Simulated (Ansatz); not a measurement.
Mulliken charges of Cl2FH3O3W (`[OH][W]([OH])([OH])([F])([Cl])[Cl]`) from r2SCAN/def2-TZVPP in Ansatz (PBE0-D4/def2-TZVP geometry).

```csv
atom,x (Å),y (Å),z (Å),charge (e)
O1,-0.959,-1.577,-0.203,-0.320
W2,-0.096,0.030,0.082,1.128
O3,0.978,-0.518,1.503,-0.302
O4,-0.922,0.997,-1.280,-0.302
F5,0.979,1.588,0.196,-0.318
Cl6,-1.717,0.726,1.567,-0.248
Cl7,1.506,-0.776,-1.451,-0.325
H8,-0.777,-2.347,-0.746,0.232
H9,1.688,-0.006,1.900,0.228
H10,-0.680,1.881,-1.567,0.228
```

By hand: the dipole of these point charges (1 e Å = 4.8032 D).

Σ q r = (-0.144, -0.156, 0.014) e Å, of length 0.213 e Å = 1.02 D.

How does the dipole of the full density compare? (Estimate.)

Computed: (-0.007, -0.075, -0.036) e Å, 0.40 D; the point charges give 2.55 times that, at 47° from its direction.

Point charges leave out the atoms' own dipoles, such as those of lone pairs, and Mulliken's split depends on the basis, so the two needn't agree.
